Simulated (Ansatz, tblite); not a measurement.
Removing an electron: BEt2(OiPr) (C₇H₁₇BO). The state is a singlet with charge 0. Geometry: PBE-D4/def2-SVP. Ansatz, gas phase; energy differences of separate SCF runs; the oxidised species was run as a doublet alone.

```xyz
26

B    -0.301   -0.758    0.061
C    -1.458   -1.694    0.614
C    -1.333   -2.109    2.089
H    -1.431   -2.615   -0.021
H    -2.448   -1.229    0.416
H    -2.127   -2.821    2.394
H    -0.359   -2.600    2.300
H    -1.407   -1.232    2.767
C     1.237   -1.038    0.377
C     1.763   -0.155    1.528
H     1.869   -0.881   -0.525
H     1.367   -2.107    0.653
H     2.820   -0.380    1.778
H     1.708    0.925    1.278
H     1.170   -0.300    2.455
O    -0.719    0.303   -0.697
C     0.127    1.271   -1.334
C    -0.181    2.642   -0.737
C    -0.125    1.208   -2.839
H     1.194    1.023   -1.138
H    -1.249    2.899   -0.895
H     0.443    3.426   -1.209
H     0.016    2.650    0.353
H     0.117    0.203   -3.236
H    -1.191    1.418   -3.059
H     0.498    1.953   -3.373
```

The xTB rows come from tblite.

```tsv
level	−HOMO (eV)	vertical IE (eV)	−LUMO (eV)	HOMO–LUMO gap (eV)
GFN2-xTB	10.26	12.88	4.97	5.29
PBE-D4/def2-TZVP	6.16	8.86	0.61	5.55
BLYP-D4/def2-TZVP	6.08	8.84	0.49	5.59
```

(1) Estimate the rows for GFN1-xTB, PBE0-D4/def2-TZVP.

## Answers

(1) 
```
            level  −HOMO (eV)  vertical IE (eV)  −LUMO (eV)  HOMO–LUMO gap (eV)
         GFN1-xTB       11.50             14.17        5.82                5.69
PBE0-D4/def2-TZVP        7.53              9.32       -0.35                7.88
```

Relaxing the oxidised species (PBE-D4/def2-SVP) changes its energy by -0.46 eV at PBE-D4/def2-TZVP, so the adiabatic ionisation energy to this nearest minimum is 8.40 eV. At PBE0-D4/def2-TZVP it is 8.72 eV.    Raw xTB energy differences between charge states are shifted by several eV; the methods need an empirical correction for them.
